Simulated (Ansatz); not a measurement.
`C[CH2][SbH][OH]` + SiH₄ → `C[CH2][SbH][SiH3]` + H₂O  (formal exchange of groups at the Sb–O bond)

Gas-phase electronic energies from Ansatz, PBE0-D4/def2-TZVP geometries. CCSD(T)/CBS is the MP2 limit (def2-TZVPP, def2-QZVPP) plus CCSD(T) − MP2 in def2-TZVPP, frozen cores. This one scheme is used for every species. DFT in def2-TZVPP. B3LYP here is the variant with VWN-RPA as its local correlation; programs differ in this. Elements past krypton have def2 core potentials. For Sb outer-core shells are correlated without core-valence functions, which leaves a few kJ/mol of doubt a bond. Each species was taken in one conformer, which may not be the lowest.

```
             level  ΔE (kJ/mol)  difference from CCSD(T)/CBS
            PBE-D4        -34.5                         -4.3
         r2SCAN-D4        -26.4                          3.8
           PBE0-D4        -39.8                         -9.6
          B3LYP-D4        -23.8                          6.4
           ωB97X-V        -20.8                          9.4
           ωB97M-V        -24.6                          5.6
            B2PLYP        -19.8                         10.4
               PBE        -30.0                          0.2
            r2SCAN        -25.1                          5.1
              PBE0        -35.6                         -5.4
             B3LYP        -16.5                         13.7
     HF/def2-TZVPP        -14.0                         16.2
    MP2/def2-TZVPP        -32.4                         -2.2
SCS-MP2/def2-TZVPP        -21.8                          8.4
   CCSD/def2-TZVPP        -27.5                          2.7
CCSD(T)/def2-TZVPP        -28.5                          1.7
     HF/def2-QZVPP        -11.0                         19.2
    MP2/def2-QZVPP        -32.3                         -2.1
SCS-MP2/def2-QZVPP        -22.0                          8.2
      HF/CBS(def2)        -10.5                         19.7
     MP2/CBS(def2)        -34.1                         -3.9
    CCSD/CBS(def2)        -29.1                          1.1
       CCSD(T)/CBS        -30.2                            0
```

Largest T1 diagnostic among the species: 0.013.

From PBE to PBE0 (25 % exact exchange), in def2-TZVPP and without D4, ΔE moves by −5.6 kJ/mol. The D4 term adds −7.2 kJ/mol with B3LYP and −4.2 kJ/mol with PBE0; it sums over pairs of atoms, weighted by their polarisabilities, and B3LYP, whose exchange is more repulsive, gets the larger term.
